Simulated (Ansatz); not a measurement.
System: C3H10O3Si, charge -1, multiplicity 2. 
Geometry from a B3LYP-D3(BJ)/def2-TZVP (Ansatz, a program for electronic structure) optimisation:
```xyz
17

C     -1.4787     1.7973    -0.5895
C     -1.3115     0.3655    -0.0926
C     -2.1254    -0.6109    -0.9349
Si     0.6054    -0.1609    -0.0118
O      2.3008    -0.5591    -0.4093
O      0.9867     1.0284     1.1733
O      0.2683    -1.6470     0.7896
H     -1.0447     1.9052    -1.5919
H     -0.9601     2.5007     0.0653
H     -2.5352     2.0973    -0.6532
H     -1.6492     0.3063     0.9525
H     -3.1854    -0.3240    -1.0004
H     -1.7311    -0.6507    -1.9585
H     -2.0671    -1.6217    -0.5259
H      2.8173    -0.8111     0.3805
H      1.9279     1.2121     1.1338
H      0.9977    -2.2517     0.6370
```
Charge -1, spin multiplicity 2.

Total electronic energies in hartree. Valence correlation only, unless marked. UHF or UKS for open shells. No spin-orbit coupling. No relativistic terms. 

```csv
level,program,energy (Eh)
PBE-D3(BJ)/def2-TZVPD,Ansatz + dftd3,-635.24398
BLYP-D3(BJ)/def2-TZVPD,Ansatz + dftd3,-635.70026
BLYP-D4/def2-TZVPD,Ansatz + dftd4,-635.70548
r2SCAN/def2-TZVPD,Ansatz,-635.57646
B97M-V/def2-TZVPD,Ansatz,-635.64456
BHLYP-D3(BJ)/def2-TZVPD,Ansatz + dftd3,-635.60300
r2SCAN0-D4/def2-TZVPD,Ansatz + dftd4,-635.53010
CCSD(T)/6-31G,Ansatz,-633.56710
```

Totals of different functionals don't rank their quality; only differences between species are comparable.
